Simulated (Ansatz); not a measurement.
Start from `C=NC(=C)F` and change one atom or group to get `C=C(F)C[SiH3]`.

Ansatz, PBE0-D4/def2-TZVP geometries, multiplicity 1. Each molecule was computed in one conformer, which needn't be the lowest.

```json
{"property": "HOMO–LUMO gap (PBE0/def2-TZVPP) / eV", "`C=NC(=C)F`": "5.80"}
{"property": "HOMO–LUMO gap (PBE/def2-TZVPP) / eV", "`C=NC(=C)F`": "3.78"}
{"property": "HOMO–LUMO gap (ωB97M-V/def2-TZVPP) / eV", "`C=NC(=C)F`": "10.05"}
{"property": "LUMO energy (ωB97M-V/def2-TZVPP) / eV", "`C=NC(=C)F`": "0.54"}
{"property": "HOMO energy (ωB97M-V/def2-TZVPP) / eV", "`C=NC(=C)F`": "-9.51"}
{"property": "size of the dipole moment (B3LYP/def2-TZVPP) / D", "`C=NC(=C)F`": "0.57"}
```

(1) Give the same properties after the change, and the shifts. (Estimate.)

Results:

(1) Ansatz gave: 
```csv
property,`C=C(F)C[SiH3]`,shift
HOMO–LUMO gap (PBE0/def2-TZVPP) / eV,7.44,1.64
HOMO–LUMO gap (PBE/def2-TZVPP) / eV,5.29,1.51
HOMO–LUMO gap (ωB97M-V/def2-TZVPP) / eV,11.47,1.42
LUMO energy (ωB97M-V/def2-TZVPP) / eV,2.03,1.49
HOMO energy (ωB97M-V/def2-TZVPP) / eV,-9.44,0.07
size of the dipole moment (B3LYP/def2-TZVPP) / D,1.53,0.96
```

With PBE0 the HOMO rises by 0.17 eV and the LUMO rises by 1.81 eV, so the gap widens by about 1.64 eV. PBE moves the HOMO by 0.30 eV and ωB97M-V by 0.07 eV. Dipoles are sizes alone; their direction can turn.

B3LYP here is the variant with VWN-RPA as its local correlation; programs differ in this.
